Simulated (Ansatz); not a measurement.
Ansatz (a quantum-chemistry and plane-wave program) input (HF/6-31G*):

Ansatz 0.2 input:
```yaml
crystal:
  periodic: [false, false, false]
  atoms:
    - {symbol: C, position_ang: [-1.85502528, 1.32905015, 0.42470458]}
    - {symbol: Si, position_ang: [-1.29751467, -0.20645748, -0.67137922]}
    - {symbol: C, position_ang: [-2.14612872, -1.64539313, 0.38450367]}
    - {symbol: Si, position_ang: [0.87476880, -0.53270767, 0.30142335]}
    - {symbol: Cl, position_ang: [2.37127444, 0.90755143, -0.29579459]}
    - {symbol: H, position_ang: [-2.90755995, 1.54512869, 0.23397117]}
    - {symbol: H, position_ang: [-1.29951559, 2.22650378, 0.15530074]}
    - {symbol: H, position_ang: [-1.74682366, 1.18514633, 1.50013967]}
    - {symbol: H, position_ang: [-3.22221579, -1.62362664, 0.20543439]}
    - {symbol: H, position_ang: [-2.00388820, -1.57459865, 1.46388665]}
    - {symbol: H, position_ang: [-1.80263837, -2.63141998, 0.07084540]}
    - {symbol: H, position_ang: [1.54684676, -1.81479596, -0.06572439]}
    - {symbol: H, position_ang: [1.04949539, -0.49434206, 1.78878679]}
basis:
  gaussian:
    orbitals: 6-31G*
hamiltonian:
  xc: {name: HF}
total_charge: -1
phonons: {temperatures: {t_min: 298.15, t_max: 298.15, t_step: 100}}
```

Output:

```
Functional definition: HF
integrals: 0.05 GiB planned
1136 factors; integrals over basis functions are off by at most 8.0e-4 eV
mean field: 0.40 GiB planned
mean field evaluation 1: about -30413.2982 eV, gradient 2.3e1 eV
mean field evaluation 2: about -30413.3834 eV, gradient 2.4e1 eV
mean field evaluation 4: about -30415.4517 eV, gradient 2.8e0 eV
mean field evaluation 8: about -30415.4872 eV, gradient 1.4e-1 eV
mean field -30415.48738364 eV, -1117.7485449911 hartree, gradient 1.5e-5 eV, S^2 0.000000; 0 other end points of the search recorded, 0 dependent functions left out
the calculation of the forces begins
reference -30415.48738364 eV, -1117.7485449911 hartree; 33, 33 occupied and 70, 70 virtual orbitals, 1136 factors
these checks for a lower state are left out or cut short: stability, starts, cluster_reference, orbital_swaps, neighbouring_geometries, increment
integrals: 0.05 GiB planned
1136 factors; integrals over basis functions are off by at most 8.0e-4 eV
mean field: 0.40 GiB planned
mean field evaluation 16: about -30415.4872 eV, gradient 1.6e-4 eV
mean field -30415.48722158 eV, -1117.7485390355 hartree, gradient 1.1e-6 eV, S^2 0.000000; 0 other end points of the search recorded, 0 dependent functions left out
the calculation of the forces begins
reference -30415.48722158 eV, -1117.7485390355 hartree; 33, 33 occupied and 70, 70 virtual orbitals, 1136 factors
these checks for a lower state are left out or cut short: stability, starts, cluster_reference, orbital_swaps, neighbouring_geometries, increment
integrals: 0.05 GiB planned
1136 factors; integrals over basis functions are off by at most 8.0e-4 eV
mean field: 0.40 GiB planned
mean field -30415.48722279 eV, -1117.7485390798 hartree, gradient 1.2e-6 eV, S^2 0.000000; 0 other end points of the search recorded, 0 dependent functions left out
the calculation of the forces begins
reference -30415.48722279 eV, -1117.7485390798 hartree; 33, 33 occupied and 70, 70 virtual orbitals, 1136 factors
these checks for a lower state are left out or cut short: stability, starts, cluster_reference, orbital_swaps, neighbouring_geometries, increment
integrals: 0.05 GiB planned
1136 factors; integrals over basis functions are off by at most 8.0e-4 eV
mean field: 0.40 GiB planned
mean field -30415.48724696 eV, -1117.7485399679 hartree, gradient 1.3e-6 eV, S^2 0.000000; 0 other end points of the search recorded, 0 dependent functions left out
the calculation of the forces begins
reference -30415.48724696 eV, -1117.7485399679 hartree; 33, 33 occupied and 70, 70 virtual orbitals, 1136 factors
these checks for a lower state are left out or cut short: stability, starts, cluster_reference, orbital_swaps, neighbouring_geometries, increment
integrals: 0.05 GiB planned
1136 factors; integrals over basis functions are off by at most 8.0e-4 eV
mean field: 0.40 GiB planned
mean field evaluation 32: about -30415.4872 eV, gradient 1.2e-1 eV
mean field -30415.48724586 eV, -1117.7485399277 hartree, gradient 1.2e-6 eV, S^2 0.000000; 0 other end points of the search recorded, 0 dependent functions left out
the calculation of the forces begins
reference -30415.48724586 eV, -1117.7485399277 hartree; 33, 33 occupied and 70, 70 virtual orbitals, 1136 factors
these checks for a lower state are left out or cut short: stability, starts, cluster_reference, orbital_swaps, neighbouring_geometries, increment
integrals: 0.05 GiB planned
1136 factors; integrals over basis functions are off by at most 8.0e-4 eV
mean field: 0.40 GiB planned
mean field -30415.48722555 eV, -1117.7485391814 hartree, gradient 1.1e-6 eV, S^2 0.000000; 0 other end points of the search recorded, 0 dependent functions left out
the calculation of the forces begins
reference -30415.48722555 eV, -1117.7485391814 hartree; 33, 33 occupied and 70, 70 virtual orbitals, 1136 factors
these checks for a lower state are left out or cut short: stability, starts, cluster_reference, orbital_swaps, neighbouring_geometries, increment
integrals: 0.05 GiB planned
1136 factors; integrals over basis functions are off by at most 8.0e-4 eV
mean field: 0.40 GiB planned
mean field -30415.48722842 eV, -1117.7485392868 hartree, gradient 1.1e-6 eV, S^2 0.000000; 0 other end points of the search recorded, 0 dependent functions left out
the calculation of the forces begins
reference -30415.48722842 eV, -1117.7485392868 hartree; 33, 33 occupied and 70, 70 virtual orbitals, 1136 factors
these checks for a lower state are left out or cut short: stability, starts, cluster_reference, orbital_swaps, neighbouring_geometries, increment
integrals: 0.05 GiB planned
1136 factors; integrals over basis functions are off by at most 8.0e-4 eV
mean field: 0.40 GiB planned
mean field -30415.48734068 eV, -1117.7485434120 hartree, gradient 1.6e-6 eV, S^2 0.000000; 0 other end points of the search recorded, 0 dependent functions left out
[...]
mean field: 0.40 GiB planned
mean field -30415.48736609 eV, -1117.7485443459 hartree, gradient 1.0e-6 eV, S^2 0.000000; 0 other end points of the search recorded, 0 dependent functions left out
the calculation of the forces begins
reference -30415.48736609 eV, -1117.7485443459 hartree; 33, 33 occupied and 70, 70 virtual orbitals, 1136 factors
these checks for a lower state are left out or cut short: stability, starts, cluster_reference, orbital_swaps, neighbouring_geometries, increment
integrals: 0.05 GiB planned
1136 factors; integrals over basis functions are off by at most 8.0e-4 eV
mean field: 0.40 GiB planned
mean field evaluation 416: about -30415.4874 eV, gradient 3.6e-2 eV
mean field -30415.48736586 eV, -1117.7485443375 hartree, gradient 1.0e-6 eV, S^2 0.000000; 0 other end points of the search recorded, 0 dependent functions left out
the calculation of the forces begins
reference -30415.48736586 eV, -1117.7485443375 hartree; 33, 33 occupied and 70, 70 virtual orbitals, 1136 factors
these checks for a lower state are left out or cut short: stability, starts, cluster_reference, orbital_swaps, neighbouring_geometries, increment
integrals: 0.05 GiB planned
1136 factors; integrals over basis functions are off by at most 8.0e-4 eV
mean field: 0.40 GiB planned
mean field -30415.48734031 eV, -1117.7485433985 hartree, gradient 1.5e-6 eV, S^2 0.000000; 0 other end points of the search recorded, 0 dependent functions left out
the calculation of the forces begins
reference -30415.48734031 eV, -1117.7485433985 hartree; 33, 33 occupied and 70, 70 virtual orbitals, 1136 factors
these checks for a lower state are left out or cut short: stability, starts, cluster_reference, orbital_swaps, neighbouring_geometries, increment
integrals: 0.05 GiB planned
1136 factors; integrals over basis functions are off by at most 8.0e-4 eV
mean field: 0.40 GiB planned
mean field -30415.48733961 eV, -1117.7485433730 hartree, gradient 1.5e-6 eV, S^2 0.000000; 0 other end points of the search recorded, 0 dependent functions left out
the calculation of the forces begins
reference -30415.48733961 eV, -1117.7485433730 hartree; 33, 33 occupied and 70, 70 virtual orbitals, 1136 factors
these checks for a lower state are left out or cut short: stability, starts, cluster_reference, orbital_swaps, neighbouring_geometries, increment
integrals: 0.05 GiB planned
1136 factors; integrals over basis functions are off by at most 8.0e-4 eV
mean field: 0.40 GiB planned
mean field -30415.48737288 eV, -1117.7485445955 hartree, gradient 2.5e-6 eV, S^2 0.000000; 0 other end points of the search recorded, 0 dependent functions left out
the calculation of the forces begins
reference -30415.48737288 eV, -1117.7485445955 hartree; 33, 33 occupied and 70, 70 virtual orbitals, 1136 factors
these checks for a lower state are left out or cut short: stability, starts, cluster_reference, orbital_swaps, neighbouring_geometries, increment
integrals: 0.05 GiB planned
1136 factors; integrals over basis functions are off by at most 8.0e-4 eV
mean field: 0.40 GiB planned
mean field -30415.48737260 eV, -1117.7485445852 hartree, gradient 2.5e-6 eV, S^2 0.000000; 0 other end points of the search recorded, 0 dependent functions left out
the calculation of the forces begins
reference -30415.48737260 eV, -1117.7485445852 hartree; 33, 33 occupied and 70, 70 virtual orbitals, 1136 factors
these checks for a lower state are left out or cut short: stability, starts, cluster_reference, orbital_swaps, neighbouring_geometries, increment
integrals: 0.05 GiB planned
1136 factors; integrals over basis functions are off by at most 8.0e-4 eV
mean field: 0.40 GiB planned
mean field evaluation 448: about -30415.4874 eV, gradient 5.3e-5 eV
mean field -30415.48737552 eV, -1117.7485446926 hartree, gradient 1.2e-6 eV, S^2 0.000000; 0 other end points of the search recorded, 0 dependent functions left out
the calculation of the forces begins
reference -30415.48737552 eV, -1117.7485446926 hartree; 33, 33 occupied and 70, 70 virtual orbitals, 1136 factors
these checks for a lower state are left out or cut short: stability, starts, cluster_reference, orbital_swaps, neighbouring_geometries, increment
integrals: 0.05 GiB planned
1136 factors; integrals over basis functions are off by at most 8.0e-4 eV
mean field: 0.40 GiB planned
mean field -30415.48737641 eV, -1117.7485447252 hartree, gradient 1.2e-6 eV, S^2 0.000000; 0 other end points of the search recorded, 0 dependent functions left out
the calculation of the forces begins
reference -30415.48737641 eV, -1117.7485447252 hartree; 33, 33 occupied and 70, 70 virtual orbitals, 1136 factors
these checks for a lower state are left out or cut short: stability, starts, cluster_reference, orbital_swaps, neighbouring_geometries, increment
integrals: 0.05 GiB planned
1136 factors; integrals over basis functions are off by at most 8.0e-4 eV
mean field: 0.40 GiB planned
mean field -30415.48737569 eV, -1117.7485446990 hartree, gradient 9.2e-7 eV, S^2 0.000000; 0 other end points of the search recorded, 0 dependent functions left out
the calculation of the forces begins
reference -30415.48737569 eV, -1117.7485446990 hartree; 33, 33 occupied and 70, 70 virtual orbitals, 1136 factors
these checks for a lower state are left out or cut short: stability, starts, cluster_reference, orbital_swaps, neighbouring_geometries, increment
integrals: 0.05 GiB planned
1136 factors; integrals over basis functions are off by at most 8.0e-4 eV
mean field: 0.40 GiB planned
mean field -30415.48737649 eV, -1117.7485447282 hartree, gradient 9.1e-7 eV, S^2 0.000000; 0 other end points of the search recorded, 0 dependent functions left out
the calculation of the forces begins
reference -30415.48737649 eV, -1117.7485447282 hartree; 33, 33 occupied and 70, 70 virtual orbitals, 1136 factors
these checks for a lower state are left out or cut short: stability, starts, cluster_reference, orbital_swaps, neighbouring_geometries, increment
integrals: 0.05 GiB planned
1136 factors; integrals over basis functions are off by at most 8.0e-4 eV
mean field: 0.40 GiB planned
mean field -30415.48732969 eV, -1117.7485430083 hartree, gradient 1.1e-6 eV, S^2 0.000000; 0 other end points of the search recorded, 0 dependent functions left out
the calculation of the forces begins
reference -30415.48732969 eV, -1117.7485430083 hartree; 33, 33 occupied and 70, 70 virtual orbitals, 1136 factors
these checks for a lower state are left out or cut short: stability, starts, cluster_reference, orbital_swaps, neighbouring_geometries, increment
integrals: 0.05 GiB planned
1136 factors; integrals over basis functions are off by at most 7.9e-4 eV
mean field: 0.40 GiB planned
mean field evaluation 480: about -30415.4873 eV, gradient 1.1e-6 eV
mean field -30415.48732813 eV, -1117.7485429510 hartree, gradient 1.1e-6 eV, S^2 0.000000; 0 other end points of the search recorded, 0 dependent functions left out
the calculation of the forces begins
reference -30415.48732813 eV, -1117.7485429510 hartree; 33, 33 occupied and 70, 70 virtual orbitals, 1136 factors
Total energy: -30415.48738364 eV, -1117.7485449911 hartree
Atom 0 at    -1.855025     1.329050     0.424705 Å, force    -0.000450     0.000331    -0.000284 eV/Å
Atom 1 at    -1.297515    -0.206457    -0.671379 Å, force     0.000978    -0.000180     0.000259 eV/Å
Atom 2 at    -2.146129    -1.645393     0.384504 Å, force     0.000825     0.000135    -0.000278 eV/Å
Atom 3 at     0.874769    -0.532708     0.301423 Å, force    -0.001094    -0.000338    -0.000216 eV/Å
Atom 4 at     2.371274     0.907551    -0.295795 Å, force    -0.000089     0.000070    -0.000394 eV/Å
Atom 5 at    -2.907560     1.545129     0.233971 Å, force     0.000058    -0.000134    -0.000065 eV/Å
Atom 6 at    -1.299516     2.226504     0.155301 Å, force     0.000106     0.000062    -0.000019 eV/Å
Atom 7 at    -1.746824     1.185146     1.500140 Å, force     0.000120    -0.000195     0.000528 eV/Å
Atom 8 at    -3.222216    -1.623627     0.205434 Å, force    -0.000209     0.000100    -0.000043 eV/Å
Atom 9 at    -2.003888    -1.574599     1.463887 Å, force    -0.000030     0.000048     0.000150 eV/Å
Atom 10 at    -1.802638    -2.631420     0.070845 Å, force    -0.000088     0.000070     0.000082 eV/Å
Atom 11 at     1.546847    -1.814796    -0.065724 Å, force     0.000048     0.000187     0.000051 eV/Å
Atom 12 at     1.049495    -0.494342     1.788787 Å, force    -0.000174    -0.000158     0.000230 eV/Å
Dipole moment:     0.083905    -0.083515     0.565266 e Å
Vibrations: 41.17 89.91 155.23 173.99 192.98 206.65 244.17 378.13 478.29 501.75 606.39 637.46 754.40 768.06 821.52 870.03 901.21 933.87 1060.88 1408.07 1418.19 1614.30 1623.20 1625.78 1628.13 2222.74 2260.93 3138.21 3142.21 3187.14 3189.92 3199.78 3211.85 cm⁻¹, zero-point energy 2.646228 eV
```

The blocks after the first are displaced geometries, from whose forces the wavenumbers follow.

The dipole moment of an ion depends on the origin.
